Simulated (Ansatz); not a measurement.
`C[N](C)[AlH][NH2]` + HCl → `C[N](C)[AlH][Cl]` + NH₃ at 600 K and 1 bar (ligand exchange at the Al–N bond).

Calculated with Ansatz (gas phase, PBE0-D4/def2-TZVP geometries, no zero-point term in ΔE). CCSD(T)/CBS adds triple-zeta CCSD(T) − MP2 to the extrapolated MP2 energy (def2 sets, frozen cores). This one scheme is used for every species. Each species was taken in one conformer, which may not be the lowest.

```json
{"species": "`C[N](C)[AlH][NH2]`", "CCSD(T)/CBS energy (Eh)": "-432.99850", "H − E (kJ/mol)": "374.0", "S (J/(mol·K))": "470.9"}
{"species": "HCl", "CCSD(T)/CBS energy (Eh)": "-460.38127", "H − E (kJ/mol)": "35.4", "S (J/(mol·K))": "207.2"}
{"species": "`C[N](C)[AlH][Cl]`", "CCSD(T)/CBS energy (Eh)": "-836.90351", "H − E (kJ/mol)": "303.8", "S (J/(mol·K))": "451.1"}
{"species": "NH₃", "CCSD(T)/CBS energy (Eh)": "-56.50880", "H − E (kJ/mol)": "112.4", "S (J/(mol·K))": "219.5"}
```

H − E and S are ideal-gas, rigid-rotor, harmonic terms from PBE0-D4/def2-TZVP, for one conformer and one mirror image of each species. 1 Eh = 2625.50 kJ/mol, R = 8.31446 J/(mol·K).

By hand: ΔE, ΔH, ΔS and ΔG.

ΔE = (-836.90351) + (-56.50880) − (-432.99850) − (-460.38127) = -0.03254 Eh = -85.4 kJ/mol. Δ(H − E) = 303.8 + 112.4 − 374.0 − 35.4 = 6.8, so ΔH = -78.6 kJ/mol. ΔS = 451.1 + 219.5 − 470.9 − 207.2 = -7.5 J/(mol·K). ΔG = -78.6 − 600 × (-7.5)/1000 = -74.1 kJ/mol.

By hand: the equilibrium constant, and the temperature at which ΔG would vanish if ΔH and ΔS stayed fixed.

log₁₀ K = −ΔG/(RT ln 10) = 6.5. ΔG = 0 at ΔH/ΔS = 10480 K, far beyond where these terms or the molecules hold.

The number of gas molecules stays the same, so ΔS is small and ΔH decides. A doubt of 5 kJ/mol in ΔE shifts log₁₀ K by 0.4 here. Other conformers and mirror images would add mixing entropy, several J/(mol·K) or more a flexible species. These are equilibria of isolated gas molecules and say nothing of rates. Largest T1 diagnostic: 0.011 (customary marks: 0.02 for closed shells, 0.045 for open ones).
